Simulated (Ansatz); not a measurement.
`C=[C]([AlH2])BO` + H₂Te → `OB[TeH]` + `C=[CH][AlH2]`  (ligand exchange at a B–C bond)

Gas-phase electronic energies from Ansatz, PBE0-D4/def2-TZVP geometries. CCSD(T)/CBS adds triple-zeta CCSD(T) − MP2 to the extrapolated MP2 energy (def2 sets, frozen cores). Functionals use def2-TZVPP. HSE06 is defined as in plane-wave codes. Elements past krypton have def2 core potentials. For Te outer-core shells are correlated without core-valence functions, which leaves a few kJ/mol of doubt a bond. Each species was taken in one conformer, which may not be the lowest.

| level | ΔE (kJ/mol) |
| --- | --- |
| CAM-B3LYP-D4 | -26.8 |
| HSE06 | -35.7 |
| BHLYP | -30.0 |
| LC-ωPBE | -31.1 |
| CCSD/def2-SVP | -24.2 |
| MP2/def2-QZVPP | -39.0 |
| HF/CBS(def2) | -29.2 |
| MP2/CBS(def2) | -40.3 |

(1) What does CCSD(T)/CBS give? (Estimate.)

Largest T1 diagnostic among the species: 0.013.

## Answers

(1) Computed: -35.6 kJ/mol. The listed levels differ from it by 8.8, -0.1, 5.6, 4.5, 11.4, -3.4, 6.4, -4.7 kJ/mol.

At CCSD(T), def2-SVP lies +11.1 kJ/mol from the extrapolated value and def2-TZVPP +3.1 kJ/mol. From BLYP to BHLYP (50 % exact exchange), in def2-TZVPP and without D4, ΔE moves by +4.5 kJ/mol. In def2-TZVPP, CCSD(T) changes the Hartree–Fock value by −3.1 kJ/mol (the triples alone add −1.2 kJ/mol) and MP2 by −7.9 kJ/mol.
